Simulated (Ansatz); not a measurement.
Born–Oppenheimer molecular dynamics of ClFGeH2O2 (7 atoms, charge 0, multiplicity 1). It goes on from the last frame of an earlier run, with new velocities.

These are results of RHF/def2-SVP in Ansatz, not measurements.

```
ensemble        : NVT, Langevin thermostat
time step       : 0.5 fs
steps asked     : 150
set temperature : 400 K
friction        : 0.005 /fs
masses          : H 10 u
seed            : 550862
```

First frame:

```xyz
7
Properties=species:S:1:pos:R:3
Ge -0.272 -0.071 -0.040
F 0.127 -0.294 1.637
O 1.224 -0.229 -0.942
H 1.995 -0.109 -0.375
O -0.808 1.571 -0.214
H -1.657 1.765 -0.590
Cl -1.565 -1.547 -0.563
```

(1) What does the run give?

(2) What happens to the structure?

(3) How do temperature and energy run in time?

Answers

(1) The run went to its last step.

* steps done: 150
* time covered: 75 fs
* mean temperature over the second half: 373 K
* spread of the potential energy over the second half: 8.2 meV per atom
* mean potential energy of the second half above the start: -0.8 meV per atom

A run of 0.075 ps of so small a system gives no equilibrium averages.

(2) The same pairs are bonded in the first frame and the last. Pairs count as bonded within 1.25 times the sum of covalent radii (0.12 Å more for H–H). This is one draw of velocities; another would differ in detail.

(3) 
| time (fs) | T (K) | potential energy less start (eV) |
| --- | --- | --- |
| 0.0 | 343 | 0.000 |
| 2.5 | 342 | 0.032 |
| 5.0 | 293 | 0.051 |
| 7.5 | 283 | 0.040 |
| 10.0 | 320 | 0.007 |
| 12.5 | 375 | -0.021 |
| 15.0 | 395 | -0.035 |
| 17.5 | 397 | -0.038 |
| 20.0 | 375 | -0.015 |
| 22.5 | 327 | 0.030 |
| 25.0 | 294 | 0.069 |
| 27.5 | 229 | 0.097 |
| 30.0 | 235 | 0.109 |
| 32.5 | 249 | 0.101 |
| 35.0 | 281 | 0.085 |
| 37.5 | 292 | 0.068 |
| 40.0 | 286 | 0.051 |
| 42.5 | 295 | 0.052 |
| 45.0 | 300 | 0.052 |
| 47.5 | 338 | 0.023 |
| 50.0 | 369 | 0.000 |
| 52.5 | 393 | -0.013 |
| 55.0 | 438 | -0.051 |
| 57.5 | 500 | -0.102 |
| 60.0 | 496 | -0.116 |
| 62.5 | 479 | -0.084 |
| 65.0 | 416 | -0.035 |
| 67.5 | 365 | -0.005 |
| 70.0 | 354 | 0.021 |
| 72.5 | 291 | 0.050 |
| 75.0 | 290 | 0.049 |

Time of the run: 3.4 min on 2 threads of Arm Neoverse V1 (shared host), peak memory 0.22 GiB.
